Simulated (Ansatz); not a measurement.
Mulliken charges of C₃H₄F₂Ge (`C#[C][Ge]([CH3])([F])[F]`) from ωB97M-V/def2-TZVPP in Ansatz (PBE0-D4/def2-TZVP geometry).

```tsv
atom	x (Å)	y (Å)	z (Å)	charge (e)
C1	1.626	1.826	-1.234	-0.151
C2	0.728	1.092	-0.913	-0.281
Ge3	-0.631	-0.084	-0.344	0.948
C4	-0.295	-1.123	1.232	-0.444
F5	-0.995	-1.130	-1.668	-0.364
F6	-2.066	0.850	-0.134	-0.364
H7	2.416	2.480	-1.527	0.230
H8	0.587	-1.745	1.080	0.141
H9	-0.128	-0.459	2.080	0.141
H10	-1.158	-1.758	1.432	0.143
```

Question: By hand: the dipole of these point charges (1 e Å = 4.8032 D).

Answer: Σ q r = (0.652, -0.053, 0.525) e Å, of length 0.839 e Å = 4.03 D.

Question: How does the dipole of the full density compare? (An estimate is asked.)

Answer: The calculation gave: (0.582, -0.004, 0.411) e Å, 3.42 D; the point charges give 1.18 times that, at 5° from its direction.

Point charges leave out the atoms' own dipoles, such as those of lone pairs, and Mulliken's split depends on the basis, so the two needn't agree.
